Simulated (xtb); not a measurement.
H$_{3}$Sn (SMILES [SnH3]), doublet, from a rough starting geometry (GFN-xTB shapes and energies of metal compounds can be far from the true ones) (the spin is typed, not shown lowest); GFN2-xTB in xtb.

The xtb input:
```
$ xtb mol.xyz --gfn 2 --uhf 1 --opt vtight --json

# file mol.xyz
4

Sn     0.56686871     0.13974478    -0.29631610
H      0.50746671    -0.41350133     1.44223651
H     -0.60426213     1.47056171    -0.13282531
H     -0.44922972    -1.13964056    -1.06608078
```

It wrote (shortened):

```
   ID    Z sym.   atoms
    1   50 Sn     1
    2    1 H      2-4

           -------------------------------------------------
          |                Calculation Setup                |
           -------------------------------------------------

           -------------------------------------------------
          |                 G F N 2 - x T B                 |
           -------------------------------------------------

          ...................................................
          :                      SETUP                      :
          :.................................................:
          :  # basis functions                  13          :
          :  # atomic orbitals                  12          :
          :  # shells                            6          :
          :  # electrons                         7          :
          :  max. iterations                   250          :
          :  Hamiltonian                  GFN2-xTB          :
          :  restarted?                      false          :
          :  GBSA solvation                  false          :
          :  PC potential                    false          :
          :  electronic temp.          300.0000000     K    :
          :  accuracy                    1.0000000          :
          :  -> integral cutoff          0.2500000E+02      :
          :  -> integral neglect         0.1000000E-07      :
          :  -> SCF convergence          0.1000000E-05 Eh   :
          :  -> wf. convergence          0.1000000E-03 e    :
          :  Broyden damping             0.4000000          :
          :  net charge                          0          :
          :  unpaired electrons                  1          :
          ...................................................

 iter      E             dE          RMSdq      gap      omega  full diag
   1     -3.5740273 -0.357403E+01  0.749E+00    5.51       0.0  T
   2     -3.5763094 -0.228211E-02  0.490E+00    5.15       1.0  T
   3     -3.5759906  0.318783E-03  0.808E-01    5.20       1.0  T
   4     -3.5766159 -0.625335E-03  0.202E-01    5.08       1.0  T
   5     -3.5766242 -0.824919E-05  0.870E-02    5.06       1.0  T
   6     -3.5766254 -0.119191E-05  0.268E-02    5.05       1.9  T
   7     -3.5766255 -0.114002E-06  0.102E-03    5.04      48.9  T
   8     -3.5766255 -0.108642E-09  0.213E-04    5.04     235.0  T
   9     -3.5766255 -0.328315E-11  0.129E-05    5.04    3878.3  T

   *** convergence criteria satisfied after 9 iterations ***

         :::::::::::::::::::::::::::::::::::::::::::::::::::::
         ::                     SUMMARY                     ::
         :::::::::::::::::::::::::::::::::::::::::::::::::::::
         :: total energy              -3.573029835972 Eh    ::
         :: gradient norm              0.008963404171 Eh/a0 ::
         :: HOMO-LUMO gap              5.044905136996 eV    ::
         ::.................................................::
         :: SCC energy                -3.576625454377 Eh    ::
         :: -> isotropic ES           -0.000363309763 Eh    ::
         :: -> anisotropic ES          0.001570247006 Eh    ::
         :: -> anisotropic XC          0.001105887876 Eh    ::
         :: -> dispersion             -0.001155503918 Eh    ::
         :: repulsion energy           0.003595618405 Eh    ::
         :: add. restraining           0.000000000000 Eh    ::
         :: total charge               0.000000000000 e     ::
         :::::::::::::::::::::::::::::::::::::::::::::::::::::

      -----------------------------------------------------------
     |                   =====================                   |
     |                        A N C O P T                        |
     |                   =====================                   |
     |               Approximate Normal Coordinate               |
     |                Rational Function Optimizer                |
[...]
 * total energy  :    -3.5730298 Eh     change       -0.4440892E-14 Eh
 * total energy  :    -3.5723385 Eh     change        0.6913388E-03 Eh
 * total energy  :    -3.5734631 Eh     change       -0.1124616E-02 Eh
 * total energy  :    -3.5734461 Eh     change        0.1700239E-04 Eh
 * total energy  :    -3.5735136 Eh     change       -0.6746770E-04 Eh
 * total energy  :    -3.5735137 Eh     change       -0.1683602E-06 Eh
 * total energy  :    -3.5735142 Eh     change       -0.4350306E-06 Eh
 * total energy  :    -3.5735142 Eh     change       -0.6056256E-07 Eh
   *** GEOMETRY OPTIMIZATION CONVERGED AFTER 8 ITERATIONS ***
         :: total energy              -3.573514242712 Eh    ::
[...]
         ::.................................................::
         :: SCC energy                -3.577362124259 Eh    ::
         :: -> isotropic ES           -0.000208683630 Eh    ::
         :: -> anisotropic ES          0.001427575789 Eh    ::
         :: -> anisotropic XC          0.000925494952 Eh    ::
         :: -> dispersion             -0.001140406000 Eh    ::
         :: repulsion energy           0.003847881547 Eh    ::
         :: add. restraining           0.000000000000 Eh    ::
         :: total charge               0.000000000000 e     ::
         :::::::::::::::::::::::::::::::::::::::::::::::::::::

           -------------------------------------------------
          |                Property Printout                |
           -------------------------------------------------

    * Orbital Energies and Occupations

         #    Occupation            Energy/Eh            Energy/eV
      -------------------------------------------------------------
         1        2.0000           -0.7722581             -21.0142
         2        2.0000           -0.4327498             -11.7757
         3        2.0000           -0.4327279             -11.7751
         4        1.0000           -0.3710203             -10.0960 (HOMO)
         5                         -0.1828903              -4.9767 (LUMO)
         6                         -0.1828617              -4.9759
         7                         -0.1261928              -3.4339
         8                         -0.1001593              -2.7255
         9                         -0.1001549              -2.7254
        10                          0.0038097               0.1037
        11                          0.4800600              13.0631
        12                          0.4801420              13.0653
      -------------------------------------------------------------
                  HL-Gap            0.1881301 Eh            5.1193 eV
             Fermi-level           -0.3392616 Eh           -9.2318 eV

     #   Z          covCN         q      C6AA      α(0)
     1  50 Sn       2.673     0.154   393.384    39.266
     2   1 H        0.891    -0.051     4.134     3.182
     3   1 H        0.891    -0.051     4.134     3.182
     4   1 H        0.891    -0.051     4.133     3.182

 Mol. C6AA /au·bohr⁶  :        667.913527
 Mol. C8AA /au·bohr⁸  :      59068.073609
 Mol. α(0) /au        :         48.811662

Wiberg/Mayer (AO) data.
largest (>0.10) Wiberg bond orders for each atom

 ---------------------------------------------------------------------------
     #   Z sym  total        # sym  WBO       # sym  WBO       # sym  WBO
 ---------------------------------------------------------------------------
     1  50 Sn   2.378 --     2 H    0.793     3 H    0.793     4 H    0.793
     2   1 H    0.971 --     1 Sn   0.793
     3   1 H    0.971 --     1 Sn   0.793
     4   1 H    0.971 --     1 Sn   0.793
 ---------------------------------------------------------------------------

Topologies differ in total number of bonds
Writing topology from bond orders to xtbtopo.mol

molecular dipole:
                 x           y           z       tot (Debye)
 q only:        0.209       0.046      -0.095
   full:        0.677       0.149      -0.305       1.925
molecular quadrupole (traceless):
                xx          xy          yy          xz          yz          zz
 q only:        0.618       0.242      -0.393      -0.486      -0.111      -0.225
  q+dip:        1.412       0.562      -0.899      -1.122      -0.258      -0.513
   full:        2.226       0.868      -1.414      -1.749      -0.396      -0.812

optimized geometry written to: xtbopt.xyz

           -------------------------------------------------
          | TOTAL ENERGY               -3.573514242712 Eh   |
          | GRADIENT NORM               0.000019713291 Eh/α |
          | HOMO-LUMO GAP               5.119279735106 eV   |
           -------------------------------------------------
```
